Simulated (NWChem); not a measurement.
System: C$_{2}$H$_{3}$FO$_{2}$Si; SMILES O=C1C[Si@@H](F)O1

The following NWChem deck was run.

```
start job
memory heap 200 mb stack 900 mb global 1100 mb
geometry units angstroms noautoz
  O      0.239480     2.424158    -0.334531
  C      0.054514     1.277385    -0.095559
  C     -1.235869     0.441228    -0.040830
  Si    -0.058554    -0.924386     0.425353
  F      0.178176    -2.077605    -0.675749
  O      1.037276     0.371129     0.232256
  H     -1.732355     0.376139    -1.020295
  H     -1.953501     0.829552     0.696125
  H     -0.002947    -1.562971     1.753784
end
basis spherical
  O library def2-svp
  C library def2-svp
  Si library def2-svp
  F library def2-svp
  H library def2-svp
end
dft
  xc b3lyp
  iterations 150
  mulliken
end
task dft energy
```

Excerpt of the output:

```
             Northwest Computational Chemistry Package (NWChem) 7.3.0
             --------------------------------------------------------

 C1  symmetry detected

                             Geometry "geometry" -> ""
                             -------------------------

 Output coordinates in angstroms (scale by  1.889725989 to convert to a.u.)

  No.       Tag          Charge          X              Y              Z
 ---- ---------------- ---------- -------------- -------------- --------------
    1 O                    8.0000     0.20042172     2.41425535    -0.33219556
    2 C                    6.0000     0.03447689     1.26538799    -0.08934897
    3 C                    6.0000    -1.24490844     0.41555117     0.00116408
    4 Si                  14.0000    -0.04041371    -0.93788902     0.43208274
    5 F                    9.0000     0.17703019    -2.08762028    -0.67661783
    6 O                    8.0000     1.03570849     0.36933167     0.20931826
    7 H                    1.0000    -1.76838318     0.34601337    -0.96383608
    8 H                    1.0000    -1.94531856     0.79563352     0.75869756
    9 H                    1.0000     0.05976955    -1.57694921     1.75766837

 Effective nuclear repulsion energy (a.u.)     300.4411532429

                                 NWChem DFT Module
                                 -----------------

 Summary of "ao basis" -> "ao basis" (spherical)
 ------------------------------------------------------------------------------
       Tag                 Description            Shells   Functions and Types
 ---------------- ------------------------------  ------  ---------------------
 O                          def2-svp                 6       14   3s2p1d
 C                          def2-svp                 6       14   3s2p1d
 Si                         def2-svp                 8       18   4s3p1d
 F                          def2-svp                 6       14   3s2p1d
 H                          def2-svp                 3        5   2s1p

            General Information
            -------------------
          SCF calculation type: DFT
          Wavefunction type:  closed shell.
          No. of atoms     :     9
          No. of electrons :    54
           Alpha electrons :    27
            Beta electrons :    27
          Charge           :     0
          Spin multiplicity:     1
          Use of symmetry is: off; symmetry adaption is: off
          Maximum number of iterations: 150
          AO basis - number of functions:   103
                     number of shells:    47
          Convergence on energy requested:  1.00D-06
          Convergence on density requested:  1.00D-05
          Convergence on gradient requested:  5.00D-04

              XC Information
              --------------
                         B3LYP Method XC Potential
                     Hartree-Fock (Exact) Exchange  0.200
                        Slater Exchange Functional  0.800 local
                    Becke 1988 Exchange Functional  0.720 non-local
              Lee-Yang-Parr Correlation Functional  0.810
                  VWN I RPA Correlation Functional  0.190 local

             Grid Information
             ----------------
          Grid used for XC integration:  medium
          Radial quadrature: Mura-Knowles
          Angular quadrature: Lebedev.
          Tag              B.-S. Rad. Rad. Pts. Rad. Cut. Ang. Pts.
          ---              ---------- --------- --------- ---------
          O                   0.60       49          11.0       434
          C                   0.70       49          10.0       434
          Si                  1.10       88           8.0       590
          F                   0.50       49          10.0       434
          H                   0.35       45          10.0       434
          Grid pruning is: on
          Number of quadrature shells:   468
          Spatial weights used:  Erf1

      Superposition of Atomic Density Guess
      -------------------------------------

 Sum of atomic energies:        -614.16082153

      Non-variational initial energy
      ------------------------------

 Total energy =    -616.751694
 1-e energy   =   -1445.814902
 2-e energy   =     528.622055
 HOMO         =      -0.356758
 LUMO         =       0.031179

     ---------------------------------------------
      Total Density - Mulliken Population Analysis
     ---------------------------------------------

    Atom       Charge   Shell Charges
 -----------   ------   -------------------------------------------------------
    1 O    8     8.69   1.99  1.13  0.66  3.08  1.82  0.01
    2 C    6     5.08   1.99  0.89  0.20  1.43  0.45  0.12
    3 C    6     6.52   1.99  0.98  0.28  2.09  1.17  0.02
    4 Si  14    12.65   2.00  1.99  0.88  0.20  5.93  0.87  0.49  0.29
    5 F    9     9.56   1.99  1.14  0.78  3.51  2.13  0.00
    6 O    8     8.74   1.99  1.11  0.71  3.00  1.92  0.01
    7 H    1     0.84   0.64  0.18  0.03
    8 H    1     0.84   0.64  0.18  0.03
    9 H    1     1.08   0.69  0.38  0.01

   convergence    iter        energy       DeltaE   RMS-Dens  Diis-err
 ---------------- ----- ----------------- --------- --------- ---------
 d= 0,ls=0.0,diis     1   -617.3839735779 -9.18D+02  2.25D-02  1.53D+00
 d= 0,ls=0.0,diis     2   -617.0057041116  3.78D-01  1.46D-02  5.88D+00
 d= 0,ls=0.0,diis     3   -617.5535200922 -5.48D-01  3.34D-03  1.36D-01
 d= 0,ls=0.0,diis     4   -617.5600317998 -6.51D-03  1.52D-03  7.32D-02
 d= 0,ls=0.0,diis     5   -617.5666462772 -6.61D-03  3.68D-04  2.10D-03
  Resetting Diis
 d= 0,ls=0.0,diis     6   -617.5668388492 -1.93D-04  1.04D-04  2.23D-04
 d= 0,ls=0.0,diis     7   -617.5668621288 -2.33D-05  4.99D-05  1.14D-05
 d= 0,ls=0.0,diis     8   -617.5668603307  1.80D-06  3.04D-05  3.22D-05
 d= 0,ls=0.0,diis     9   -617.5668631469 -2.82D-06  5.46D-06  6.77D-07
 d= 0,ls=0.0,diis    10   -617.5668632067 -5.98D-08  1.58D-06  4.05D-08

         Total DFT energy =     -617.566863206686
      One electron energy =    -1448.576506182992
           Coulomb energy =      591.199826797986
    Exchange-Corr. energy =      -60.631337064535
 Nuclear repulsion energy =      300.441153242855

 Numeric. integr. density =       54.000002957775

                       DFT Final Molecular Orbital Analysis
                       ------------------------------------

 Vector   25  Occ=2.000000D+00  E=-3.489254D-01
              MO Center=  1.7D-02,  2.9D-01,  9.3D-02, r^2= 2.7D+00
   Bfn.  Coefficient  Atom+Function         Bfn.  Coefficient  Atom+Function
  ----- ------------  ---------------      ----- ------------  ---------------
    78      0.401470  6 O  px                81      0.279741  6 O  px
    32      0.254958  3 C  px                31      0.238975  3 C  s
    33     -0.205920  3 C  py                50     -0.183182  4 Si px
     6      0.161800  1 O  pz                80     -0.150980  6 O  pz
    35      0.147386  3 C  px                94     -0.128140  8 H  s

 Vector   26  Occ=2.000000D+00  E=-3.397962D-01
              MO Center=  4.3D-01,  9.5D-01,  9.6D-02, r^2= 2.8D+00
   Bfn.  Coefficient  Atom+Function         Bfn.  Coefficient  Atom+Function
  ----- ------------  ---------------      ----- ------------  ---------------
    80      0.411992  6 O  pz                 6     -0.369621  1 O  pz
    83      0.308435  6 O  pz                 9     -0.256673  1 O  pz
   100     -0.150132  9 H  s                 99     -0.131390  9 H  s
    20     -0.125473  2 C  pz                31      0.124268  3 C  s
     5     -0.104925  1 O  py                79      0.103578  6 O  py

 Vector   27  Occ=2.000000D+00  E=-2.889845D-01
              MO Center=  1.2D-02,  1.7D+00, -1.8D-01, r^2= 2.3D+00
   Bfn.  Coefficient  Atom+Function         Bfn.  Coefficient  Atom+Function
  ----- ------------  ---------------      ----- ------------  ---------------
     4      0.549756  1 O  px                 7      0.369771  1 O  px
    33      0.228984  3 C  py                31      0.185051  3 C  s
    36      0.161546  3 C  py                77     -0.152311  6 O  s
    79     -0.151425  6 O  py                78      0.136870  6 O  px
    21      0.134344  2 C  px                32      0.126323  3 C  px

 Vector   28  Occ=0.000000D+00  E=-1.105204D-02
              MO Center= -1.7D-01,  1.3D+00, -1.1D-01, r^2= 2.4D+00
   Bfn.  Coefficient  Atom+Function         Bfn.  Coefficient  Atom+Function
  ----- ------------  ---------------      ----- ------------  ---------------
    20      0.517478  2 C  pz                90      0.481613  7 H  s
    95     -0.468456  8 H  s                 23      0.451893  2 C  pz
     9     -0.377822  1 O  pz                 6     -0.356794  1 O  pz
    37      0.304153  3 C  pz                80     -0.249161  6 O  pz
    83     -0.246720  6 O  pz                89      0.176854  7 H  s

 Vector   29  Occ=0.000000D+00  E= 8.218087D-03
              MO Center= -5.3D-01, -1.1D+00,  5.1D-01, r^2= 3.1D+00
   Bfn.  Coefficient  Atom+Function         Bfn.  Coefficient  Atom+Function
  ----- ------------  ---------------      ----- ------------  ---------------
    53      0.923103  4 Si px                31      0.892632  3 C  s
    46     -0.666732  4 Si s                100      0.377972  9 H  s
    17     -0.373243  2 C  s                 54      0.367701  4 Si py
    77     -0.281197  6 O  s                 50      0.246064  4 Si px
    36     -0.225886  3 C  py                35      0.207011  3 C  px

[...]
```

Level: B3LYP/def2-SVP. The geometry was optimised at PBE0/def2-SVP. B3LYP is NWChem's, with the RPA form of VWN correlation.
